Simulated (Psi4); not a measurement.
sodium atom (Na), doublet; BLYP/6-311G** in Psi4.

The Psi4 input:
```
memory 2 GB

molecule {
0 2
  Na    0.00000000    0.00000000    0.00000000
}

set basis 6-311g**
set reference uks
set scf_type pk
set puream true
set d_convergence 1e-8
set dft_radial_points 99
set dft_spherical_points 590

energy('blyp')
print_variables()
```

Task: What does Psi4 print? Leave out banner, timings and long lists.

Result: 
```
   => Loading Basis Set <=

    Name: 6-311G**
    Role: ORBITAL
    Keyword: BASIS

         ---------------------------------------------------------
                                   SCF
               by Justin Turney, Rob Parrish, Andy Simmonett
                          and Daniel G. A. Smith
                              UKS Reference
         ---------------------------------------------------------

  ==> Geometry <==

    Molecular point group: d2h
    Geometry (in Angstrom), charge = 0, multiplicity = 2:

       Center              X                  Y                   Z               Mass
    ------------   -----------------  -----------------  -----------------  -----------------
         NA           0.000000000000     0.000000000000     0.000000000000    22.989769282000

  Running in d2h symmetry.

  Rotational constants: A = ************  B = ************  C = ************ [cm^-1]
  Rotational constants: A = ************  B = ************  C = ************ [MHz]
  Nuclear repulsion =    0.000000000000000

  Charge       = 0
  Multiplicity = 2
  Electrons    = 11
  Nalpha       = 6
  Nbeta        = 5

  ==> Algorithm <==

  SCF Algorithm Type is PK.
  DIIS enabled.
  MOM disabled.
  Fractional occupation disabled.
  Guess Type is CORE.
  Energy threshold   = 1.00e-06
  Density threshold  = 1.00e-08
  Integral threshold = 1.00e-12

  ==> Primary Basis <==

  Basis Set: 6-311G**
    Blend: 6-311G**
    Number of shells: 12
    Number of basis functions: 26
    Number of Cartesian functions: 27
    Spherical Harmonics?: true
    Max angular momentum: 2

  ==> DFT Potential <==

   => LibXC <=

    Version 7.1.2
    S. Lehtola, C. Steigemann, M. J. T. Oliveira, and M. A. L. Marques,  SoftwareX 7, 1–5 (2018) (10.1016/j.softx.2017.11.002)

   => Composite Functional: BLYP <=

    BLYP GGA Exchange-Correlation Functional

    P.J. Stephens et. al., J. Phys. Chem., 98, 11623-11627, 1994
    B. Miehlich et. al., Chem. Phys. Lett., 157(3), 200-206 1989

    Deriv               =              1
    GGA                 =           TRUE
    Meta                =          FALSE

    Exchange Hybrid     =          FALSE
    MP2 Hybrid          =          FALSE

   => Exchange Functionals <=

    1.0000     XC_GGA_X_B88

   => Correlation Functionals <=

    1.0000     XC_GGA_C_LYP

   => LibXC Density Thresholds  <==

    XC_GGA_C_LYP:  1.00E-14
    XC_GGA_X_B88:  1.00E-15

   => Molecular Quadrature <=

    Radial Scheme          =       TREUTLER
[...]
   @S^2 Observed:                7.500078037E-01
   @S   Expected:                5.000000000E-01
   @S   Observed:                5.000000000E-01

    Orbital Energies [Eh]
    ---------------------

    Alpha Occupied:

[...]
    Alpha Virtual:

[...]
    Beta Occupied:

[...]
    Beta Virtual:

[...]
    Final Occupation by Irrep:
             Ag   B1g   B2g   B3g    Au   B1u   B2u   B3u
    DOCC [     2,    0,    0,    0,    0,    1,    1,    1 ]
    SOCC [     1,    0,    0,    0,    0,    0,    0,    0 ]
    NA   [     3,    0,    0,    0,    0,    1,    1,    1 ]
    NB   [     2,    0,    0,    0,    0,    1,    1,    1 ]

  @UKS Final Energy:  -162.27470877170506

   => Energetics <=

    Nuclear Repulsion Energy =              0.0000000000000000
    One-Electron Energy =                -227.8327697130123397
    Two-Electron Energy =                  79.9821323317389243
    DFT Exchange-Correlation Energy =     -14.4240713904316262
    Empirical Dispersion Energy =           0.0000000000000000
    VV10 Nonlocal Energy =                  0.0000000000000000
    Total Energy =                       -162.2747087717050647

  UHF NO Occupations:
  HONO-2 :    1B1u 1.9999987
  HONO-1 :    1B3u 1.9999987
  HONO-0 :    3 Ag 1.0000000
  LUNO+0 :    2B3u 0.0000013
  LUNO+1 :    2B1u 0.0000013
  LUNO+2 :    2B2u 0.0000013
  LUNO+3 :    4 Ag 0.0000000

Computation Completed

Properties will be evaluated at   0.000000,   0.000000,   0.000000 [a0]

Properties computed using the SCF density matrix

 Multipole Moments:

 ------------------------------------------------------------------------------------
     Multipole            Electronic (a.u.)      Nuclear  (a.u.)        Total (a.u.)
 ------------------------------------------------------------------------------------

 L = 1.  Multiply by 2.5417464519 to convert [e a0] to [Debye]
 Dipole X            :          0.0000000            0.0000000            0.0000000
 Dipole Y            :          0.0000000            0.0000000            0.0000000
 Dipole Z            :          0.0000000            0.0000000            0.0000000
 Magnitude           :                                                    0.0000000

 ------------------------------------------------------------------------------------

  Variable Map:
  ----------------------------------------------------------------------------
[...]
  Array Variable Map:
  ----------------------------------------------------------------------------
[...]
[...]
```
